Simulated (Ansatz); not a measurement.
Input for Ansatz (a program for electronic structure): R-PBE0/def2-TZVPP on fluoroethane (SMILES CCF), a point of a torsion scan.

Ansatz 0.2 input:
```yaml
crystal:
  periodic: [false, false, false]
  atoms:
    - {symbol: C, position_ang: [0.77768357, 0.07562147, 0.04406537]}
    - {symbol: C, position_ang: [-0.71845184, -0.16934554, -0.05175793]}
    - {symbol: F, position_ang: [-1.31141747, 0.01151846, 1.17633753]}
    - {symbol: H, position_ang: [1.15423537, -0.35022493, 0.97098036]}
    - {symbol: H, position_ang: [1.28549819, -0.37923908, -0.80021377]}
    - {symbol: H, position_ang: [0.99255750, 1.14171610, 0.05583572]}
    - {symbol: H, position_ang: [-0.93601394, -1.20373851, -0.33983837]}
    - {symbol: H, position_ang: [-1.21017771, 0.51983235, -0.74479537]}
basis:
  gaussian:
    orbitals: def2-TZVPP
hamiltonian:
  xc: {name: PBE0}
scf: {lower_state_search: off}
```

Question: What total energy does the run end on?

Answer: -178.9394 hartree.
